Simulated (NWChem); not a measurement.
What each level costs for disiloxane (H$_{6}$OSi$_{2}$)

SMILES: [SiH3]O[SiH3]
```xyz
9

Si     0.3835    -1.5527     0.0048
O     -0.3578    -0.0734    -0.0185
Si    -0.2588     1.5783     0.0020
H      0.6166    -1.9898     1.4139
H     -0.4984    -2.5412    -0.6779
H      1.6981    -1.4858    -0.7047
H      0.9978     2.0317    -0.6701
H     -0.2606     2.0758     1.4102
H     -1.4363     2.1385    -0.7197
```
Charge 0, spin multiplicity 1.

Program: NWChem. The geometry was optimised at PBE0/def2-SVP, a minimum by its harmonic frequencies.

Basis set: cc-pVDZ (80 functions). Each entry is one whole single-point run; the coupled-cluster runs use the TCE module, and the SCF and DFT modules converge to different thresholds.

The correlated methods keep 11 core orbitals frozen. B3LYP has NWChem's definition, with VWN1-RPA local correlation. GW and range-separated runs recompute their integrals, the others keep them in memory, which bears on the times.

Question: Roughly how much processor time does each of these take, relative to RHF: MP2, RI-MP2, B2PLYP, PBE, B3LYP, CAM-B3LYP, CR-CCSD(T)?

Answer: RI-MP2 about the same, within a factor of 3; MP2 about the same, within a factor of 3; B3LYP about the same, within a factor of 3; PBE about 3; B2PLYP about 4; CAM-B3LYP about 10; CR-CCSD(T) about 40 (rough ratios from shared machines).
